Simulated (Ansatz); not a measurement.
Relaxation of CH5NOSi (9 atoms, charge 0, multiplicity 1), to a largest force component of 0.015 eV/Å in at most 40 steps.

Level of theory: Ansatz 0.2.0, RKS PBE0/def2-SVP.

```xyz
9
Properties=species:S:1:pos:R:3
N -0.927 0.928 -0.942
C 0.271 0.617 -0.710
Si 0.570 -0.653 0.672
O 1.487 0.087 1.781
H -1.086 1.613 -1.683
H 1.119 1.046 -1.262
H 1.289 -1.802 0.122
H -0.711 -1.032 1.265
H 1.736 0.994 1.599
```

Problem. Where does it end, and by what steps?

Solution. The run converged. After 11 steps the energy has fallen by 0.191 eV; H9 moved furthest, 0.64 Å.

```
step  energy less start (eV)  largest force component (eV/Å)  accepted
   0                  0.0000                           1.320       yes
   1                 -0.0947                           0.661       yes
   2                 -0.1111                           0.462       yes
   3                 -0.1209                           0.510       yes
   4                 -0.1431                           0.562       yes
   5                 -0.1577                           0.866       yes
   6                 -0.1775                           0.562       yes
   7                 -0.1836                           0.390       yes
   8                 -0.1880                           0.157       yes
   9                 -0.1751                           0.492        no
  10                 -0.1903                           0.048       yes
  11                 -0.1909                           0.014       yes
```

```xyz
9
Properties=species:S:1:pos:R:3
N -0.985 0.991 -0.956
C 0.218 0.595 -0.808
Si 0.636 -0.569 0.630
O 1.783 0.099 1.640
H -1.074 1.608 -1.774
H 1.035 0.909 -1.494
H 1.274 -1.802 0.087
H -0.637 -0.878 1.344
H 1.498 0.846 2.173
```

Whether the end is a true minimum wasn't checked by a vibrational analysis.

Time of the run: 39 s on 1 thread of Arm Neoverse V2 (shared host), peak memory 0.16 GiB.
